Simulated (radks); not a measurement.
Neutral germanium inside a hard spherical wall (all orbitals vanish at R), configuration held at [Ar] 3d10 4s2 4p2 and not refilled when levels cross. Method: scalar-relativistic Kohn-Sham, LDA (Slater exchange, VWN5 correlation), spin-polarised, spherical densities, finite nucleus; open shells are filled with parallel spins first; Fermi nuclear charge, rms radius 4.0742 fm; computed with a radial shooting solver on a logarithmic mesh with Libxc functionals. Eigenvalues in eV for spin up, with the zero of energy where the potential of the charges vanishes at infinity; a dash marks a level that is unbound or too diffuse for the functional's potential to be trusted. A positive occupied level is held by the wall or, in an anion where self-interaction has pushed it up, behind a barrier. The pressure on the wall is -dE/dV.

R (bohr)  E (hartree)  kinetic (hartree)    e(3p)    e(3d)    e(4s)   e(4p)  e(5s, empty)  e(5p, empty)  pressure (GPa)
free      -2095.92239           2133.041  -115.24  -29.458  -12.377  -4.477        -0.489             -               0
15        -2095.92238           2133.041  -115.24  -29.458  -12.377  -4.476        -0.419         0.681        < 0.0001
12        -2095.92236           2133.041  -115.24  -29.454  -12.373  -4.473        -0.235         1.229        0.000540
8         -2095.91960           2133.063  -115.04  -29.258  -12.224  -4.314         1.390         4.293           0.116
6         -2095.89454           2133.208  -114.11  -28.343  -11.552  -3.484         5.890        10.797            2.14
3.5       -2095.23721           2135.796  -106.03  -20.477   -4.024   6.582        44.100        55.455             188
3         -2094.47608           2138.374  -100.90  -15.504    2.602  15.024        72.387        86.220             587
2.5       -2092.61502           2144.335  -91.904   -6.651   17.026  32.532        126.71        143.54            2180
2         -2087.30250           2160.653  -73.932   11.830   53.886  74.668        244.66        264.05           10600
